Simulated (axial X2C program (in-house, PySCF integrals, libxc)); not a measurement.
**Outer orbitals of WGe at 2.406 Å, HF**

All values were computed with an axial X2C code built on PySCF integrals. Spin-free means the one-electron spin-free X2C Hamiltonian; two-component (2c) means X2C with spin–orbit coupling and atomic mean-field two-electron Coulomb and Gaunt terms, so the difference of the two also holds small scalar two-electron terms. Basis: W dyall-v2z [11s12p9d6f], Ge dyall-v2z [7s8p5d] (cores contracted in-house); Gaussian nuclei, density fitting, unrestricted open shells. Masses: W 183.951 u, Ge 73.921 u.

The distance is close to the 2c PBE0 minimum; the highest filled and lowest empty levels are listed.

Spin-free orbitals, state M_S = 2, Λ = 1 (beyond evenly filled blocks: σα, π+α, π+β, π-α, δ+α, δ-α) (Löwdin shares):

| symmetry | occupied | ε (eV) | atomic character |
| --- | --- | --- | --- |
| σβ | yes | -16.74 | 70% Ge s, 11% W p, 8% W s |
| σα | yes | -15.14 | 60% Ge s, 16% W d, 13% W s |
| δ-α | yes | -9.11 | 100% W d |
| δ+α | yes | -9.11 | 100% W d |
| π-α | yes | -9.01 | 90% W d, 7% Ge p, 2% Ge d |
| π+α | yes | -9.01 | 90% W d, 7% Ge p, 2% Ge d |
| σα | yes | -8.74 | 66% W d, 28% W s, 4% Ge s |
| σβ | yes | -7.59 | 77% Ge p, 9% W s, 7% W d |
| σα | yes | -7.53 | 36% W s, 35% Ge p, 10% Ge s |
| π+β | yes | -7.15 | 79% Ge p, 10% W d, 7% W p |
| π-β | no | 0.07 | 68% Ge p, 21% W p, 9% W d |
| π+α | no | 0.14 | 74% W p, 22% Ge p, 4% W d |
| π-α | no | 0.14 | 74% W p, 22% Ge p, 4% W d |
| σα | no | 0.49 | 51% W p, 34% Ge p, 8% W s |

Spinors with spin–orbit coupling (state Ω = 3):

```json
{"ω": "-1/2", "occupied": "yes", "ε (eV)": "-16.73", "atomic character": "70% Ge s, 12% W p, 8% W s", "λ mixture": "100% σ"}
{"ω": "1/2", "occupied": "yes", "ε (eV)": "-15.13", "atomic character": "60% Ge s, 16% W d, 13% W s", "λ mixture": "100% σ"}
{"ω": "-3/2", "occupied": "yes", "ε (eV)": "-9.42", "atomic character": "100% W d", "λ mixture": "99% δ, 1% π"}
{"ω": "-1/2", "occupied": "yes", "ε (eV)": "-9.17", "atomic character": "90% W d, 7% Ge p", "λ mixture": "99% π, 1% σ"}
{"ω": "3/2", "occupied": "yes", "ε (eV)": "-8.84", "atomic character": "90% W d, 8% Ge p, 2% Ge d", "λ mixture": "100% π"}
{"ω": "5/2", "occupied": "yes", "ε (eV)": "-8.77", "atomic character": "100% W d", "λ mixture": "100% δ"}
{"ω": "1/2", "occupied": "yes", "ε (eV)": "-8.75", "atomic character": "66% W d, 28% W s, 4% Ge s", "λ mixture": "99% σ, 1% π"}
{"ω": "-1/2", "occupied": "yes", "ε (eV)": "-7.59", "atomic character": "77% Ge p, 9% W s, 7% W d", "λ mixture": "99% σ, 1% π"}
{"ω": "1/2", "occupied": "yes", "ε (eV)": "-7.52", "atomic character": "36% W s, 34% Ge p, 10% Ge s", "λ mixture": "100% σ"}
{"ω": "1/2", "occupied": "yes", "ε (eV)": "-7.22", "atomic character": "79% Ge p, 10% W d, 7% W p", "λ mixture": "99% π, 1% σ"}
{"ω": "-1/2", "occupied": "no", "ε (eV)": "0.03", "atomic character": "74% W p, 22% Ge p, 4% W d", "λ mixture": "99% π, 1% σ"}
{"ω": "-3/2", "occupied": "no", "ε (eV)": "0.13", "atomic character": "68% Ge p, 21% W p, 9% W d", "λ mixture": "100% π"}
{"ω": "3/2", "occupied": "no", "ε (eV)": "0.25", "atomic character": "74% W p, 22% Ge p, 4% W d", "λ mixture": "100% π"}
{"ω": "1/2", "occupied": "no", "ε (eV)": "0.49", "atomic character": "51% W p, 34% Ge p, 8% W s", "λ mixture": "99% σ, 1% π"}
```

Mulliken charges and populations of the two-component result (they depend on the basis, above all on diffuse functions):

W -0.05 e (s 10.99 p 24.18 d 24.87 f 14.02), Ge 0.05 e (s 7.81 p 14.10 d 10.04). ⟨Lz⟩ = 1.01 ħ and ⟨Sz⟩ = 1.99 ħ (2.64 and -0.65 on the two atoms), which add up to Ω.

One determinant describes the state; a PBE0 search over occupations chose it and may have missed a lower one. PBE0 can misorder states that lie within some tenths of an eV, so this need not be the ground state of the molecule. The nearest other spin-free determinant of the search, M_S = 1, Λ = 2, lies 0.59 eV up at the distance of the search. With several unpaired electrons one determinant need not be a pure state. Open-shell Ω = 0 determinants with evenly filled partner blocks cannot be reached by this program, so the Ω shown need not be the lowest component. The determinant is spin-polarised beyond a pure state at some levels (its spin-free form has ⟨S²⟩ too high), which makes Re and μ there less reliable.
